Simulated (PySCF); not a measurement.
**Re²⁺: excitation energy**

Re²⁺ [Xe] 4f14 5d5 (6S) → Re²⁺ [Xe] 4f14 5d4 6s1 (6D), as a difference of total energies. Computed with PySCF 2.14 in aug-cc-pwCVDZ-PP with ECP60MDF, with scalar relativity through the core potential. Correlated levels: valence: 5s2 5p6 frozen; valence and next inner shell: nothing frozen outside the core potential. The calculations carry no spin-orbit coupling.

```json
{"method": "UHF", "excitation energy (cm⁻¹)": "22039"}
{"method": "LDA", "excitation energy (cm⁻¹)": "18374"}
{"method": "PBE", "excitation energy (cm⁻¹)": "19514"}
{"method": "r2SCAN", "excitation energy (cm⁻¹)": "19681"}
{"method": "MN15", "excitation energy (cm⁻¹)": "18137"}
{"method": "r2SCANh", "excitation energy (cm⁻¹)": "20173"}
{"method": "LC-wPBE", "excitation energy (cm⁻¹)": "21821"}
{"method": "M06-L", "excitation energy (cm⁻¹)": "24547"}
{"method": "SCS-MP2 (valence)", "excitation energy (cm⁻¹)": "22269"}
{"method": "MP2 (valence and next inner shell)", "excitation energy (cm⁻¹)": "20167"}
{"method": "SCS-MP2 (valence and next inner shell)", "excitation energy (cm⁻¹)": "20363"}
```

Problem. Estimate what PBE0 gives.

Solution. 21079 cm⁻¹, closest to SCS-MP2 (valence and next inner shell) among the rows shown.

Problem. Estimate what MP2 (valence) gives.

Solution. 22729 cm⁻¹, closest to SCS-MP2 (valence) among the rows shown.
